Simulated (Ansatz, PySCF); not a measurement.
PySCF was given this input:
```python
from pyscf import gto, scf, dft

mol = gto.M(
    atom='''
Nb    0.000000    0.000000    0.000000
''',
    basis='def2-svp',
    ecp={'Nb': 'def2-svp'},
    charge=0,
    spin=5,
    verbose=4,
)

mf = dft.UKS(mol)
mf.xc = 'wb97x_v'
mf.grids.atom_grid = (99, 590)
mf.grids.prune = None
mf.kernel()
```

Give the equivalent Ansatz (a first-principles code) input.

Several could match; the one computed here: 
Ansatz 0.2 input:
```yaml
crystal:
  periodic: [false, false, false]
  atoms:
    - {symbol: Nb, position_ang: [0.00000000, 0.00000000, 0.00000000]}
basis:
  gaussian:
    orbitals: def2-SVP
hamiltonian:
  xc: {name: wB97X-V}
magnetization: {spin_polarized: true, initial_magnetization: 5}
accuracy: high
```

Both were run: PySCF gave -56.750893 Eh and Ansatz -56.750893 Eh, 0.000 mEh apart.
